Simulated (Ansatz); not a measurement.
```yaml
crystal:
  periodic: [false, false, false]
  atoms:
    - {symbol: F, position_ang: [0.324470, -1.537610, 1.672047]}
    - {symbol: C, position_ang: [0.115338, -0.697262, 0.679256]}
    - {symbol: C, position_ang: [-0.484917, -0.692197, -0.501334]}
    - {symbol: F, position_ang: [-1.166772, -1.525013, -1.260969]}
    - {symbol: Si, position_ang: [0.271597, 0.920638, -0.136157]}
    - {symbol: H, position_ang: [-0.533516, 2.097381, 0.278251]}
    - {symbol: H, position_ang: [1.535000, 1.365962, -0.776596]}
basis:
  gaussian: {orbitals: "6-31G*", fitting: {mean_field: cc-pVTZ-jkfit}}
magnetization: {spin_polarized: true, initial_magnetization: 0}
hamiltonian: {xc: {name: BHLYP}, dispersion: d3bj}
```

```sh
$ ansatz run in.yaml --threads 2 --pin off --events-out ev --progress --plain --max-ram 4352MiB
```

It prints (some lines left out):

```
Functional definition: BHLYP
  name "BHLYP"
  cite "Becke, J. Chem. Phys. 98, 1372 (1993) doi:10.1063/1.464304"
  cite "Becke, Phys. Rev. A 38, 3098 (1988) doi:10.1103/PhysRevA.38.3098"
  cite "Lee, Yang & Parr, Phys. Rev. B 37, 785 (1988) doi:10.1103/PhysRevB.37.785"
  parameter a = 0.5
  exchange = (1 - a)*b88_x + a*exact_x
  correlation = lyp_c
497 factors; integrals over basis functions are off by at most 1.6e-1 eV
mean field evaluation 1: about -15409.4677 eV, gradient 1.8e1 eV
mean field evaluation 2: about -15410.2697 eV, gradient 1.2e1 eV
mean field evaluation 4: about -15410.8433 eV, gradient 5.4e-1 eV
mean field evaluation 8: about -15410.8443 eV, gradient 7.6e-3 eV
mean field -15410.84427699 eV, -566.3380813341 hartree, gradient 2.7e-5 eV, S^2 0.000000; 0 other end points of the search recorded, 0 dependent functions left out
reference -15410.84440725 eV, -566.3380861211 hartree; 23, 23 occupied and 60, 60 virtual orbitals, 497 factors
Total energy: -15411.03518530 eV, -566.3450970850 hartree
```

Hardware: 2 threads of an Arm Neoverse V2 on a shared host. Wall time 1.6 s, peak host memory 0.16 GiB.
